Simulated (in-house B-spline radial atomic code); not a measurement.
Ionising S³⁺ with different functionals

Computed with a B-spline radial code for spherical atoms: four-component Dirac-Coulomb Hamiltonian, Fermi nucleus of rms radius 3.2611 fm, spin-restricted, spherical fractional occupations for the functionals, and exact exchange of hybrids averaged over the configuration. The ionisation energy is the difference of two self-consistent energies, [Ne] 3s2 3p1 → [Ne] 3s2, without Breit or QED terms; ε is the level of the shell that loses the electron (mean over j). The electron is taken from both j subshells in proportion to 2j + 1, so the result is a j average, not the step between ground levels.

```tsv
method	rung	ΔSCF (eV)	-ε(3p) (eV)
PBE0	global hybrid	46.96	42.15
BHandHLYP	global hybrid	?	?
HSE06	range-separated hybrid	?	?
CAM-B3LYP	range-separated hybrid	47.09	43.72
```

Task: What does BHandHLYP give?

Result: ΔSCF 47.05 eV, and -ε(3p) = 43.90 eV.

Task: What does HSE06 give?

Result: ΔSCF 46.96 eV, and -ε(3p) = 41.73 eV.

Task: Among the functionals, which spreads more, the ΔSCF values or the orbital energies?

Result: The orbital energies: ΔSCF values span about 0.13 eV and the orbital energies 2.17 eV; here energy differences depend much less on the functional than eigenvalues do.

Task: How do they compare with the NIST value?

Result: NIST lists 47.22 eV ± 0.012 (semi-empirical, ground level to ground level). Errors run from -0.26 to -0.13 eV; CAM-B3LYP is closest (-0.13 eV), but part of that can be cancellation, since the calculations leave out Breit-QED terms, spin polarisation, the choice among j levels, multiplet and fine-structure energies.
